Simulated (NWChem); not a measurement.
Molecule: CH5ClO2Si; SMILES O[Si](Cl)(C)O

```xyz
10

C      1.6329     1.0343    -0.4174
Si    -0.0348     0.3614    -0.0045
O     -1.2101     0.7222    -1.1130
O     -0.4722     0.9771     1.4583
Cl     0.0621    -1.7197     0.0756
H      1.5850     2.1304    -0.5064
H      2.3549     0.7815     0.3731
H      1.9993     0.6213    -1.3686
H     -1.4674     0.0197    -1.7164
H     -1.3793     0.8216     1.7384
```
Atoms are numbered in this order, from 1.

Computed with NWChem. Pople sets run with spherical d functions. Medium grid unless said otherwise, to which SCAN and Minnesota functionals are sensitive. Geometry: optimised at PBE0/def2-SVP. Total energies of different functionals are on different scales.

| level | energy (Ha) | highest occupied level (eV) | orbital gap (eV) | dipole (D) |
|---|---|---|---|---|
| B3LYP/6-31G* | -941.3988 | -8.52 | 9.54 | 1.16 |
| PBE/6-31G* | -940.8052 | -7.20 | 7.58 | 1.17 |
| B3PW91/6-31G* | -941.2244 | -8.59 | 9.81 | 1.18 |
| LDA (Slater exchange, VWN5)/6-31G* | -937.2628 | -7.33 | 7.51 | 1.17 |
| PBE0/6-31G* | -940.8870 | -8.85 | 10.21 | 1.18 |
| M06-2X/6-31G* | -941.2497 | -10.20 | 12.39 | 1.20 |
| Hartree-Fock/6-31G* | -939.0612 | -12.36 | 17.22 | 1.23 |
| r2SCAN0/6-31G* | -941.1866 | -9.13 | 10.84 | 1.21 |
| B97-2/6-31G* | -941.3480 | -8.58 | 9.92 | 1.18 |
| TPSS/6-31G* | -941.4245 | -7.36 | 7.97 | 1.19 |
